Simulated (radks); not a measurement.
Problem. Species: La I. Configuration: [Xe] 5d1 6s2. All-electron calculation, scalar-relativistic Kohn-Sham, BLYP, spin-polarised, spherical densities, point nucleus; open shells are filled with parallel spins first (spin-orbit coupling, left out, can overturn this in heavy ions). Program: a radial shooting solver on a logarithmic mesh with Libxc functionals. Some entries of the table are withheld. Estimate them.

orbital,occ.,eigenvalue (hartree),<1/r> (bohr^-1),<r^2> (bohr^2)
1s down,1,-1424.315,62.02,0.0008536
1s up,1,-1424.315,62.02,0.0008536
2s up,1,-226.7291,14.28,0.01362
2s down,1,-226.7281,14.28,0.01362
2p up,3,-203.2149,13.55,0.01084
2p down,3,-203.2141,13.55,0.01084
3s up,1,-48.47688,5.170,0.09295
3s down,1,-48.47643,5.170,0.09295
3p up,3,-40.97010,4.900,0.09298
3p down,3,-40.96960,4.900,0.09298
3d up,5,-30.18272,4.647,0.07972
3d down,5,-30.18193,4.647,0.07972
4s up,1,-9.77599,2.151,0.4828
4s down,1,-9.77445,2.151,0.4828
4p up,3,-7.33496,1.984,0.5462
4p down,3,-7.33356,1.984,0.5462
4d up,5,-3.80446,1.724,0.6838
4d down,5,-3.80304,1.724,0.6836
5s up,1,-1.42580,0.8501,2.726
5s down,1,-1.41587,0.8527,2.712
5p up,3,-0.81891,0.7238,3.706
5p down,3,-0.80579,0.7265,3.688
6s up,1,(1),0.2883,21.79
6s down,1,(2),0.2820,22.69
5d up,1,-0.11268,0.4416,10.73
5d down,0,-0.09838,0.4351,11.32

Solution. 
(1) 6s up eigenvalue (hartree): -0.13293
(2) 6s down eigenvalue (hartree): -0.12474
